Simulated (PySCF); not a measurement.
Compound: C3HF7.
Structure used (PBE0-D3(BJ)/def2-SVP), in Å, numbered top down from 1:
```
atom  x, y, z in Å
F1    -0.2151    0.7767   -1.8527
C2     0.4597    1.0359   -0.7269
F3    -0.1525    2.0228   -0.0636
C4     0.5212   -0.2243    0.1452
F5     1.1841   -1.1656   -0.5431
F6     1.2166    0.0758    1.2517
C7    -0.8310   -0.8241    0.5832
F8    -1.5182    0.0543    1.2981
F9    -1.5455   -1.1763   -0.4749
F10   -0.6080   -1.8989    1.3255
H11    1.4941    1.3375   -0.9729
```

The closed-shell ground state was solved at several levels (PySCF, density fitting, gas phase, non-relativistic).

| level | basis functions | HOMO (eV) | LUMO (eV) | gap (eV) | dipole (D) |
| --- | --- | --- | --- | --- | --- |
| CAM-B3LYP/pcSseg-1 | 175 | -11.77 | 2.13 | 13.90 | 1.52 |
| B3LYP/pcJ-1 | 280 | -10.00 | 0.86 | 10.86 | 1.48 |
| PBE0/pcSseg-1 | 175 | -10.23 | 1.18 | 11.41 | 1.48 |

Problem. What might B3LYP/def2-SVPD (229 basis functions) give for the same quantities?

Solution. HOMO -10.21 eV, LUMO 0.20 eV, gap 10.41 eV, dipole 1.50 D.

Problem. Over all these levels, which gives the widest orbital gap and which the narrowest?

Solution. CAM-B3LYP/pcSseg-1 (range-separated hybrid) has the widest, 13.90 eV, and B3LYP/def2-SVPD (global hybrid, 20 % exact exchange) the narrowest, 10.41 eV. Functional and basis both differ between the two, so the spread mixes both effects.

Problem. How far do the dipole and the HOMO energy spread over the levels?

Solution. The dipole runs from 1.48 to 1.52 D (mean 1.49 D) and the HOMO from -11.77 to -10.00 eV.

One conformer stands for the species.
